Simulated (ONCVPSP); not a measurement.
# Plane-wave convergence, ONCV potential for technetium (Tc)

* Element: technetium (Tc)
* Generator: ONCVPSP 4.0.1
* Type: optimised norm-conserving Vanderbilt (ONCV)
* Functional: PBE
* Relativity: fully relativistic
* Frozen core: [Ar] 3d10
* Valence charge: 15
* Reference configuration: 4s2 4p6 4d5 5s1.75 5p0.25
* Partial waves: 4s+5s: rc 2.05 bohr, ncon 4, nbas 7, qcut 6.7 1/bohr, 2 projectors; 4p+5p: rc 2.15 bohr, ncon 4, nbas 7, qcut 5.8 1/bohr, 3 projectors, debl 1 Ha; 4d: rc 2.35 bohr, ncon 3, nbas 8, qcut 8.1 1/bohr, 2 projectors, debl 3 Ha
* Local potential: polynomial inside 1.80 bohr (lpopt 5, dvloc0 4 Ha)
* Core correction: none

Open shells are filled in proportion to 2j + 1.

Question: For each optimised wave give the share of its norm inside rc, the residual kinetic energy above qcut (Ha) and the cutoffs (Ha) for errors of 10, 1, 0.1 and 0.01 mHa per electron.

Answer:

```csv
wave,norm inside rc,residual KE,10 mHa,1 mHa,0.1 mHa,0.01 mHa
4s,0.987,1.3e-07,5.0,11.7,15.6,18.2
5s,0.126,8.5e-07,4.2,12.2,16.5,19.5
4p j=3/2,0.972,9.5e-06,10.2,12.7,14.8,17.4
5p j=3/2,0.042,9.5e-07,6.7,10.1,12.7,15.0
p projector 3 j=3/2,0.157,5.3e-06,9.1,12.0,14.3,16.6
4p j=1/2,0.977,1.4e-05,10.4,13.0,15.2,17.9
5p j=1/2,0.049,2.0e-06,7.1,10.6,13.2,15.6
p projector 3 j=1/2,0.165,1.1e-05,9.5,12.5,14.9,17.1
4d j=5/2,0.818,3.2e-10,14.0,18.1,21.6,24.5
d projector 2 j=5/2,0.177,1.0e-08,15.7,20.1,23.8,26.7
4d j=3/2,0.826,3.5e-10,14.2,18.2,21.7,24.6
d projector 2 j=3/2,0.178,1.1e-08,15.8,20.2,23.9,26.7
```

The occupied waves need 18 Ha and 22 Ha for 1 and 0.1 mHa. Note: ghosts flagged at negative energy: s at -5431.9 eV; no localised positive-energy state flagged. A true bound ghost makes a file unfit for plane-wave use.
